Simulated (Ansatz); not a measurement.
Job for Ansatz (a quantum-chemistry and plane-wave program): U-r2SCAN/def2-TZVPP on BrH2Sb (SMILES [Br][SbH2]), a point of a bond scan (R = 6.874 Å). Elements past Kr take the def2 small-core potentials; no spin–orbit coupling.

Ansatz 0.2 input:
```yaml
crystal:
  periodic: [false, false, false]
  atoms:
    - {symbol: Sb, position_ang: [-0.59846166, -0.60746259, 0.54114695]}
    - {symbol: H, position_ang: [-0.27151712, -1.97207194, -0.44922941]}
    - {symbol: H, position_ang: [-1.98547823, -0.24328907, -0.40408288]}
    - {symbol: Br, position_ang: [3.54601504, 3.59351706, -2.98314958]}
basis:
  gaussian:
    orbitals: def2-TZVPP
hamiltonian:
  xc: {name: r2SCAN}
magnetization: {spin_polarized: true, initial_magnetization: 0}
```

The head of its log:

```
WARN ansatz: RAYON_NUM_THREADS=1 ignored (pool sized by the plan → 1); use --threads N
Functional definition: r2SCAN
integrals: 0.04 GiB planned
877 factors; their error is unknown
mean field: 0.39 GiB planned
mean field evaluation 1: about -76610.8869 eV, gradient 1.7e1 eV
mean field evaluation 2: about -76387.6525 eV, gradient 7.9e1 eV
```

Problem. Give the final energy of this run.

Solution. -2815.6062 hartree. Its determinant has ⟨S²⟩ = 0.88, a mixture of spin states.
